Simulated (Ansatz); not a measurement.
Mulliken charges of `OC1(F)[SiH2][Se]1` from r2SCAN/def2-TZVPP in Ansatz (PBE0-D4/def2-TZVP geometry).

```tsv
atom	x (Å)	y (Å)	z (Å)	charge (e)
O1	-1.309	-0.071	1.019	-0.287
C2	-0.227	0.405	0.375	0.274
F3	0.286	1.492	1.009	-0.183
Si4	0.882	-0.702	-0.621	0.310
Se5	-0.430	0.785	-1.652	-0.224
H6	-1.990	0.613	1.068	0.218
H7	2.336	-0.439	-0.557	-0.053
H8	0.545	-2.141	-0.697	-0.054
```

Task: By hand: the dipole of these point charges (1 e Å = 4.8032 D).

Result: Σ q r = (0.044, -0.263, 0.103) e Å, of length 0.286 e Å = 1.37 D.

Task: How does the dipole of the full density compare? (Best estimate.)

Result: Computed: (-0.038, -0.168, 0.089) e Å, 0.93 D; the point charges give 1.47 times that, at 21° from its direction.

Point charges leave out the atoms' own dipoles, such as those of lone pairs, and Mulliken's split depends on the basis, so the two needn't agree.
